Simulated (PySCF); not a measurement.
A side-by-side comparison of computed properties.

First species: C₂H₁₄OSi₄.
SMILES: `CCO[SiH2][SiH]([SiH3])[SiH3]`

Second species: C8H9FSi.
SMILES with atom numbers: `[CH:1]#[C:2][Si@:3]([F:4])([C:5]#[C:6][CH3:7])[CH2:8][CH:9]=[CH2:10]` (hydrogens: H11 on C1; H12, H13, H14 on C7; H15, H16 on C8; H17 on C9; H18, H19 on C10)

Levels: PBE0/pcSseg-1 for dipole moment, HOMO energy, LUMO energy and HOMO–LUMO gap; GFN2-xTB for rotational constant A and rotational constant C. Geometries: GFN2-xTB. All species are isolated and taken at one optimised geometry, non-relativistic unless stated; the electronic structure was computed with PySCF and density fitting.

The conformers computed, where there is a choice (atom-mapped SMILES and torsion angles):
- `[CH3:1][CH2:2][O:3][SiH2:4][SiH:5]([SiH3:6])[SiH3:7]`: C1–C2–O3–Si4 69°, C2–O3–Si4–Si5 175°, O3–Si4–Si5–Si6 -52°
- `[CH:1]#[C:2][Si@:3]([F:4])([C:5]#[C:6][CH3:7])[CH2:8][CH:9]=[CH2:10]`: C2–Si3–C8–C9 63°, Si3–C8–C9–C10 -109°

**Question.** Which of the two has the higher rotational constant A, and by how much?

**Answer.** The first: 1.371 GHz against 1.147 GHz, a difference of 0.224 GHz.

**Question.** Which has the higher HOMO–LUMO gap?

**Answer.** The first: 7.30 eV against 6.52 eV, a difference of 0.78 eV.

**Question.** Which has the higher rotational constant C?

**Answer.** The second: 0.612 GHz against 0.531 GHz, a difference of 0.081 GHz.

**Question.** Which of the two has the higher HOMO energy, and by how much?

**Answer.** The second: -7.25 eV against -7.98 eV, a difference of 0.73 eV.

**Question.** Which has the higher dipole moment?

**Answer.** The second: 2.67 D against 1.58 D, a difference of 1.09 D.

On the first: A dipole of 1.58 D is allowed in C1, and pure rotational transitions are dipole-allowed. The dipole equals about 5.3 × 10⁻³⁰ C·m (1 D = 3.33564 × 10⁻³⁰ C·m).

On the second: A dipole of 2.67 D is allowed in C1, and pure rotational transitions are dipole-allowed. The dipole matches unit charges of opposite sign 0.56 Å apart (1 e·Å = 4.8032 D). GFN2-xTB frequencies show an imaginary mode (39i cm⁻¹), so this geometry is no minimum at that level.
